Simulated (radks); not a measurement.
Isoelectronic series with 15 electrons, all held in the configuration [Ne] 3s2 3p3, which need not be the ground one along the series. Calculated with a radial shooting solver on a logarithmic mesh with Libxc functionals: Dirac Kohn-Sham, PBE, spin-unpolarised, spherical densities, point nucleus; open shells fill j = l - 1/2 first. Total energies (hartree) and mean radii <r> (bohr):

| ion | E (hartree) | 3p3/2 | 3p1/2 |
|---|---|---|---|
| P | -341.90474 | 2.377 | 2.368 |
| Cl2+ | -459.99569 | 1.605 | 1.599 |
| K4+ | -596.73158 | 1.244 | 1.238 |
| Sc6+ | -752.13799 | 1.023 | 1.018 |
| V8+ | -926.28506 | 0.8722 | 0.8671 |
| Mn10+ | -1119.26694 | 0.7612 | 0.7560 |
| Co12+ | -1331.19555 | 0.6758 | 0.6706 |
| Cu14+ | -1562.19839 | 0.6080 | 0.6026 |
| Ga16+ | -1812.41770 | 0.5527 | 0.5471 |
| As18+ | -2082.01034 | 0.5067 | 0.5009 |
| Br20+ | -2371.14799 | 0.4678 | 0.4618 |
| Rb22+ | -2680.01759 | 0.4345 | 0.4282 |
| Nb26+ | -3357.78019 | 0.3802 | 0.3735 |
| Tc28+ | -3727.12915 | 0.3578 | 0.3509 |
| Rh30+ | -4117.12370 | 0.3379 | 0.3307 |
